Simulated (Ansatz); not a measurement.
Geometry optimisation, Ansatz 0.2.0, RKS B3LYP-D4/cc-pVDZ.

The input (input.yaml):

```yaml
crystal:
  periodic: [false, false, false]
  atoms:
    - { symbol: C, position_ang: [2.1613, -0.0044, -1.4509] }
    - { symbol: C, position_ang: [1.146, -0.185, -0.7831] }
    - { symbol: "N", position_ang: [-0.0463, -0.4685, 0.0526] }
    - { symbol: C, position_ang: [0.2599, -0.1423, 1.4698] }
    - { symbol: Si, position_ang: [-1.4923, 0.0205, -0.6106] }
    - { symbol: F, position_ang: [-1.599, 1.6307, -0.4024] }
    - { symbol: H, position_ang: [1.12704, 0.7042, -1.41323] }
    - { symbol: H, position_ang: [1.1435, -0.6104, 1.8324] }
    - { symbol: H, position_ang: [0.2845, 0.9443, 1.6862] }
    - { symbol: H, position_ang: [-0.6273, -0.5373, 2.1223] }
    - { symbol: H, position_ang: [-1.5826, -0.3267, -2.0096] }
    - { symbol: H, position_ang: [-2.5647, -0.6144, 0.1905] }
basis:
  gaussian: { orbitals: cc-pVDZ }
hamiltonian:
  xc: b3lyp
  dispersion: d4
relax:
  f_tol: 0.02
  max_steps: 50
```

Launched with:

```bash
$ ansatz run input.yaml --threads 2 --pin off --max-ram 3072MiB --backend cpu --events-out ev --progress --plain --runs-dir out
```

**Question.** Where does it end, and by what steps?

**Answer.** The forces met the threshold. After 18 steps the energy has fallen by 2.983 eV; H7 moved furthest, 1.76 Å. Parted: C2–H7.

```tsv
step	energy less start (eV)	largest force component (eV/Å)	accepted
0	0.0000	5.911	yes
1	-0.7703	2.971	yes
2	-1.0644	0.941	yes
3	-1.2498	1.022	yes
4	-1.4876	0.971	yes
5	-1.6168	1.655	yes
6	-1.9957	1.359	yes
7	-2.2432	1.655	yes
8	-2.4881	1.648	yes
9	-2.7026	1.145	yes
10	-2.7823	1.981	yes
11	-2.8917	0.756	yes
12	-2.9519	0.392	yes
13	-2.9767	0.184	yes
14	-2.9794	0.195	yes
15	-2.9823	0.074	yes
16	-2.9827	0.041	yes
17	-2.9829	0.020	yes
18	-2.9830	0.005	yes
```

```xyz
12
Properties=species:S:1:pos:R:3
C 1.931 0.394 -1.394
C 0.968 0.168 -0.689
N -0.091 -0.096 0.111
C 0.182 -0.171 1.557
Si -1.716 -0.045 -0.544
F -2.349 1.481 -0.494
H 2.772 0.594 -2.025
H 0.957 -0.926 1.757
H 0.523 0.801 1.951
H -0.739 -0.462 2.083
H -1.655 -0.451 -1.968
H -2.574 -0.877 0.340
```

Whether the end is a true minimum wasn't checked by a vibrational analysis.

Run time: 65 s on 2 threads of Arm Neoverse V2 (shared host), peak memory 0.28 GiB.
